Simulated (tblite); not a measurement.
C7H16OP (charge +1).
Numbering: `[CH3:1]/[CH:2]=[CH:3]/[P@@H+:4]([CH3:5])[CH2:6][CH2:7][O:8][CH3:9]` (hydrogens: H10, H11, H12 on C1; H13 on C2; H14 on C3; H15 on P4; H16, H17, H18 on C5; H19, H20 on C6; H21, H22 on C7; H23, H24, H25 on C9)

Cartesian coordinates in Å at the GFN2-xTB level; atoms count from 1:
```
atom  x, y, z in Å
C1    -2.7844    1.7768    0.2635
C2    -1.6648    0.8503    0.5313
C3    -1.2674   -0.1149   -0.2976
P4     0.0417   -1.2572    0.0887
C5    -0.6626   -2.9280    0.0277
C6     1.4035   -1.2606   -1.1296
C7     1.9667    0.1568   -1.0911
O8     1.5453    0.6213    0.1765
C9     1.8673    1.9719    0.4531
H10   -2.4350    2.8074    0.3149
H11   -3.5421    1.6650    1.0390
H12   -3.2385    1.5973   -0.7071
H13   -1.1493    0.9829    1.4749
H14   -1.7537   -0.2916   -1.2506
H15    0.4952   -1.1029    1.3729
H16    0.1009   -3.6694    0.2617
H17   -1.4729   -3.0097    0.7515
H18   -1.0620   -3.1307   -0.9663
H19    1.0181   -1.5484   -2.1102
H20    2.1384   -2.0045   -0.8132
H21    3.0594    0.1787   -1.1735
H22    1.5453    0.7844   -1.8869
H23    1.5006    2.1850    1.4544
H24    2.9496    2.1211    0.4250
H25    1.3898    2.6431   -0.2665
```

Calculated harmonic vibrations of the isolated species, GFN2-xTB (tblite), most abundant isotopes, no scaling. Against measured fundamentals such values can be off by several per cent, at times by over 20. Modes of hydrogen on phosphorus can be 10 to 20 % off. One conformer, not necessarily the lowest.

Harmonic wavenumbers (cm⁻¹): 52.0, 61.6, 88.8, 121.6, 123.9, 156.7, 161.8, 178.2, 186.7, 198.8, 222.6, 282.5, 302.7, 361.1, 394.8, 518.5, 673.7, 688.7, 736.6, 773.0, 786.9, 810.5, 827.0, 881.7, 941.3, 963.9, 969.0, 977.3, 990.0, 1017.8, 1043.8, 1108.2, 1116.2, 1119.1, 1128.9, 1161.0, 1186.7, 1198.8, 1216.6, 1262.4, 1318.5, 1325.8, 1386.9, 1394.0, 1403.2, 1404.9, 1410.0, 1441.6, 1452.3, 1455.4, 1469.8, 1486.7, 1650.6, 2474.6, 2902.7, 2934.0, 2955.0, 2957.4, 2963.5, 2971.8, 2998.0, 3003.0, 3006.6, 3008.1, 3018.2, 3024.8, 3042.0, 3044.5, 3061.8.

A = 1328, B = 1177, C = 701.7 MHz; mass 147.094 u (most abundant isotopes); point group C1, symmetry number 1.

Zero-point energy?

Half the sum of the wavenumbers: 46479 cm⁻¹ = 132.89 kcal/mol.

Entropy at 400 K, 1 bar (ideal gas, RRHO, classical rotation)?

Translation 42.35, rotation 30.94, vibration 55.28: S = 128.6 cal/(mol K).

And Cp and H(400 K) − H(0)?

Cp = 60.94 cal/(mol K), of which vibrations give 52.99 (their classical limit is 69 R = 137.1); H(400 K) − H(0) = 14.39 kcal/mol without the zero-point energy, 11.21 from vibrations.

Blend soft modes into free rotors: weight 1/[1 + (100 cm⁻¹/ν̃)⁴] for the oscillator and the rest for a rotor with moment μB/(μ + B), μ = h/(8π²ν), B = 10⁻⁴⁴ kg m². What vibrational entropy results?

51.45 cal/(mol K) in place of 55.28, which changes −T·S at 400 K by +1.53 kcal/mol.

Which modes carry the vibrational entropy at 400 K?

52.0 cm⁻¹: 5.32; 61.6 cm⁻¹: 4.99; 88.8 cm⁻¹: 4.26; 121.6 cm⁻¹: 3.65; 123.9 cm⁻¹: 3.61; 156.7 cm⁻¹: 3.15 cal/(mol K); the other 63 give 30.30 together.

How do the functions run with temperature in this model?

```
 T (K)  S (cal/(mol K))  Cp (cal/(mol K))  H − H(0) (kcal/mol)  G − H(0) (kcal/mol)  ln q(vib)
    50             60.8              15.7                 0.54                -2.50       0.62
   100             74.8              25.1                 1.58                -5.91       2.38
298.15            112.6              48.2                 8.83               -24.75      10.06
373.15            124.4              57.7                12.80               -33.64      12.76
   500            143.4              72.0                21.06               -50.64      17.19
   750            176.8              92.7                41.83               -90.77      25.51
  1000            205.5             106.6                66.84              -138.64      33.22
```

q(vib) and H(0) count from the zero-point level.

Hindered rotation and anharmonicity are outside this model. Other conformers, if any are populated, would add a mixing term that is left out. The structure is chiral; the term R ln 2 for an equal mix with its mirror image is left out.
